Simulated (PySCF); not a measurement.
**Two-component Hartree-Fock for Ga⁻ (gallium, charge -1)**

Start: [Ar] 3d10 4s2 4p2; 4p1/2 filled at m_j = -1/2, +1/2. Calculated with PySCF 2.14 in x2c-TZVPall-2c with one added diffuse shell each of s, p, d type (7s8p5d1f, 63 functions): generalised Hartree-Fock with the X2C-1e Hamiltonian and a Gaussian nucleus; one run each with spin-orbit coupling (SO) switched off, then screened by Boettger's factors.

```tsv
spinor shell	electrons	ε, spin-free (eV)	ε, screened SO (eV)	weight of nominal j (screened SO)	rms radius, screened SO (bohr)
1s1/2	2	-10436.2	-10436.0	1.000	0.0560
2s1/2	2	-1335.9	-1335.8	1.000	0.235
2p1/2	2	-1157.7	-1176.7	1.000	0.209
3s1/2	2	-173.73	-173.69	1.000	0.698
3p1/2	2	-117.80	-120.43	1.000	0.730
3p3/2	4	-117.80	-116.48	1.000	0.741
3d3/2	4	-26.401	-26.673	0.998	0.896
3d5/2	6	-26.401	-26.153	0.999	0.900
4s1/2	2	-6.736	-6.710	0.999	2.77
4p1/2	2	-0.460	-0.463	0.526	5.11
```

(1) Where does 2p3/2 lie, and what is the 2p spin-orbit splitting (screened SO)?

```csv
quantity,spin-free,screened SO
E (hartree),-1942.13276,-1942.19663
M_J,0,0
⟨J²⟩,2.018,1.862
⟨L²⟩,2.011,2.011
⟨S²⟩,2.007,2.006
```

The determinant has a definite M_J but mixes levels of different J.

Each row is a mean over spinors that exchange with the open shell spreads, by up to 2.213 eV (4s1/2).

Rows whose weight is well below 1 are mixtures of j = l ± 1/2: exchange outweighs spin-orbit coupling there, and the label is only the starting occupation.

Without spin-orbit coupling the j labels of p, d and f shells carry no meaning; the spin-free column gives the mean over the occupied spinors of each nl shell.

Answers

(1) At -1148.5 eV, 28.180 eV above 2p1/2.
